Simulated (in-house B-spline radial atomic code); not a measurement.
## RPA and G0W0 on LDA VWN5: the tin ion Sn⁴⁸⁺

Configuration 1s2, mean-field start LDA VWN5. Computed with a B-spline radial code for spherical atoms: all electrons, non-relativistic, point nucleus, each spin shell either full or empty, empty states to l = 9 with an (l + 1/2)⁻⁴ tail; G0W0 by contour deformation at full frequency.

Without relativity these are model numbers: it shifts the levels of so heavy an element strongly and can reorder them.

Relativity, left out, deepens the 1s level by about Z⁴α²/8 hartree.

Command:
```bash
python run_gw.py task.json out
```
Settings (radii: box in bohr, nucleus in fm):
```
Z                        50
electrons                2
configuration            1s2
hamiltonian              nr
method                   lda,vwn
lmax                     9
spin_polarised           False
box_radius               2.16
intervals                45
ion_configuration        1s1
```

Run time, properties included: 0.4 s on 1 thread of Arm Neoverse V2, with other jobs on the host.

Energies (hartree):

| term | value |
| --- | --- |
| mean-field total | -2464.75046 |
| Hartree-Fock functional on these orbitals | -2468.85810 |
| direct second order | -0.093383 |
| second-order exchange | 0.046692 |
| SOSEX correction | 0.046453 |

Q: What is the RPA correlation energy, and what remains with SOSEX?

A: RPA gives -0.092903 hartree (-1.26 eV per electron); RPA + SOSEX gives -0.046451, and the second-order doubles -0.046691 hartree (no singles). SOSEX takes back 50 % of the RPA value, the self-correlation of each of the two electrons.

Quasi-particle levels (eV):

```csv
level,occupied,mean field,Σx - vxc,Σc,QP weight,G0W0
1s,yes,-32812.12,-356.72,?,?,?
2s,no,-8009.50,40.71,-0.27,1.000,-7969.06
```

G0W0 = mean field + (Σx - vxc) + Σc, with Σc (partial-wave tail included) taken at the quasi-particle energy.

Q: Where does G0W0 put 1s?

A: At -33168.34 eV, with Σc = 0.50 eV and a quasi-particle weight of 1.000. The tabulated removal energy is 34257.148 ± 0.022 eV (NIST, tabulated theory); the calculation leaves out relativity, Breit and QED terms, and what these don't explain is the method's own error.

Q: What does it cost to remove one electron (to 1s1) by differences of total energies, each species on its own start (correlation terms add to the Hartree-Fock functional)?

A: LDA VWN5 33113.51 eV, Hartree-Fock functional 33166.86 eV, + RPA 33168.75 eV, + RPA + SOSEX 33168.12 eV, + second order 33168.13 eV. Tabulated: 34257.148 ± 0.022 eV (NIST, tabulated theory); the calculation leaves out relativity, Breit and QED terms, and what these don't explain is the method's own error.
